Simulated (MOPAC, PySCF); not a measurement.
Precursor series Mo Cl-NH2. All species are isolated molecules in the gas phase. One relaxed conformer stands for each flexible species; it need not be the lowest.

Quantity: redistribution energy (mixed species minus the weighted end members), in kJ/mol. Semi-empirical values (MOPAC) are differences of heats of formation.

Level 1: TPSSh-D3(BJ)/def2-TZVP // TPSS-D3(BJ)/def2-SVP (PySCF)
Level 2: B3LYP/6-31G* (LANL2DZ on Mo) // TPSS-D3(BJ)/def2-SVP (PySCF)
Level 3: PBE/6-31G* (LANL2DZ on Mo) // TPSS-D3(BJ)/def2-SVP (PySCF)
Level 4: PM7 // TPSS-D3(BJ)/def2-SVP (MOPAC)

```csv
species,level 1,level 2,level 3,level 4
1 of 6 Cl replaced by NH2: [Mo(Cl)5(NH2)],-34.97,(withheld),(withheld),(withheld)
3 of 6 Cl replaced by NH2: [Mo(Cl)3(NH2)3],-92.6,-127.5,-115.2,-115.6
4 of 6 Cl replaced by NH2: [Mo(Cl)2(NH2)4],-69.6,-105.0,-93.6,-110.6
2 of 6 Cl replaced by NH2: [Mo(Cl)4(NH2)2],-51.6,(withheld),-65.6,-99.1
```

Problem. What belongs in the gaps?

Solution. 
- 1 of 6 Cl replaced by NH2: [Mo(Cl)5(NH2)], level 2: -52.8
- 1 of 6 Cl replaced by NH2: [Mo(Cl)5(NH2)], level 3: -44.2
- 1 of 6 Cl replaced by NH2: [Mo(Cl)5(NH2)], level 4: -54.4
- 2 of 6 Cl replaced by NH2: [Mo(Cl)4(NH2)2], level 2: -79.8
